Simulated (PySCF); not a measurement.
**[Zn(Br)(H)] (charge 0, multiplicity 1)**

Level of theory: TPSSh-D3(BJ)/def2-TZVP // BP86-D3(BJ)/def2-SVP (PySCF).

```
Quantity                                                                   Value
----------------------------------------  --------------------------------------
HOMO                                                                    -7.69 eV
dipole moment                                                             1.53 D
HOMO–LUMO gap                                                            6.73 eV
LUMO                                                                    -0.96 eV
charge on the central atom (Mulliken)                                     0.32 e
charge on the central atom (meta-Löwdin)                                  1.01 e
total energy                                                       -4354.1080 Ha
cost                                      about 40 core-seconds (a rough figure)
```

Bonds (Å): Zn1–Br2 2.251, Zn1–H3 1.527. Bond angles (°): Br2–Zn1–H3 179.9.
